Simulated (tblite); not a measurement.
Species: C8H11NO.
Numbering: `[CH3:1][C:2](=[O:3])/[CH:4]=[CH:5]/[CH:6]=[CH:7]/[CH:8]=[CH:9]/[NH2:10]` (hydrogens: H11, H12, H13 on C1; H14 on C4; H15 on C5; H16 on C6; H17 on C7; H18 on C8; H19 on C9; H20, H21 on N10)

Structure optimised with GFN2-xTB, isolated species.

Problem. What internal coordinates does the optimisation give?

Solution. 
```json
{"bond": "C1–C2", "length (Å)": "1.515", "order": "single"}
{"bond": "C2=O3", "length (Å)": "1.217", "order": "double"}
{"bond": "C2–C4", "length (Å)": "1.458", "order": "single"}
{"bond": "C4=C5", "length (Å)": "1.351", "order": "double"}
{"bond": "C5–C6", "length (Å)": "1.420", "order": "single"}
{"bond": "C6=C7", "length (Å)": "1.354", "order": "double"}
{"bond": "C7–C8", "length (Å)": "1.421", "order": "single"}
{"bond": "C8=C9", "length (Å)": "1.350", "order": "double"}
{"bond": "C9–N10", "length (Å)": "1.363", "order": "single"}
{"bond": "C1–H11, C1–H12, C1–H13", "length (Å)": "1.088", "order": "single"}
{"bond": "C4–H14", "length (Å)": "1.081", "order": "single"}
{"bond": "C5–H15", "length (Å)": "1.083", "order": "single"}
{"bond": "C6–H16", "length (Å)": "1.083", "order": "single"}
{"bond": "C7–H17", "length (Å)": "1.083", "order": "single"}
{"bond": "C8–H18", "length (Å)": "1.082", "order": "single"}
{"bond": "C9–H19", "length (Å)": "1.082", "order": "single"}
{"bond": "N10–H20, N10–H21", "length (Å)": "1.006", "order": "single"}
```

Bonds in one row agree within 0.01 Å and their mean is given. Orders are formal, as drawn. A selection of angles:
```json
{"angle": "C2–C1–H11", "degrees": "109.7"}
{"angle": "H11–C1–H12", "degrees": "109.5"}
{"angle": "H11–C1–H13", "degrees": "108.3"}
{"angle": "C1–C2–O3", "degrees": "121.9"}
{"angle": "C1–C2–C4", "degrees": "114.7"}
{"angle": "O3–C2–C4", "degrees": "123.5"}
{"angle": "C2–C4–C5", "degrees": "121.6"}
{"angle": "C2–C4–H14", "degrees": "117.6"}
{"angle": "C5–C4–H14", "degrees": "120.7"}
{"angle": "C4–C5–C6", "degrees": "125.2"}
{"angle": "C4–C5–H15", "degrees": "117.3"}
{"angle": "C6–C5–H15", "degrees": "117.5"}
{"angle": "C5–C6–C7", "degrees": "123.1"}
{"angle": "C5–C6–H16", "degrees": "117.4"}
{"angle": "C7–C6–H16", "degrees": "119.5"}
{"angle": "C6–C7–C8", "degrees": "124.6"}
{"angle": "C6–C7–H17", "degrees": "118.7"}
{"angle": "C8–C7–H17", "degrees": "116.7"}
{"angle": "C7–C8–C9", "degrees": "123.0"}
{"angle": "C7–C8–H18", "degrees": "117.7"}
{"angle": "C9–C8–H18", "degrees": "119.3"}
{"angle": "C8–C9–N10", "degrees": "124.7"}
{"angle": "C8–C9–H19", "degrees": "120.3"}
{"angle": "N10–C9–H19", "degrees": "114.9"}
{"angle": "C9–N10–H20", "degrees": "119.1"}
{"angle": "C9–N10–H21", "degrees": "117.5"}
{"angle": "H20–N10–H21", "degrees": "116.4"}
```

Dihedral angles: C1–C2–C4–C5 180° (antiperiplanar); C2–C4–C5–C6 180° (antiperiplanar); C4–C5–C6–C7 180° (antiperiplanar); C5–C6–C7–C8 180° (antiperiplanar); C6–C7–C8–C9 180° (antiperiplanar); C7–C8–C9–N10 -176° (antiperiplanar). The mirror-image conformer, all signs reversed, is as good.

N10 (enamine nitrogen) has angles 119.1°, 117.5° and 116.4°, sum 352.9°, 0.17 Å off the plane of its three neighbours. The 7 C–C bonds span 1.350 Å (C8=C9, drawn double) to 1.515 Å (C1–C2, drawn single), a spread of 0.165 Å. Of the pairs four or more bonds apart, O3···H15 is among the closest relative to their van der Waals radii: 2.51 Å, 92 % of the sum of Bondi's values. The 10 heavy atoms lie in one plane (0.018 Å rms).

Point group: near Cs, missed by 0.33 Å at most; the miss may be what the optimiser left on a soft mode. Its GFN2-xTB frequencies are all real (lowest 44 cm⁻¹). One conformer, not necessarily the lowest.

The numbers are calculated, not measured.
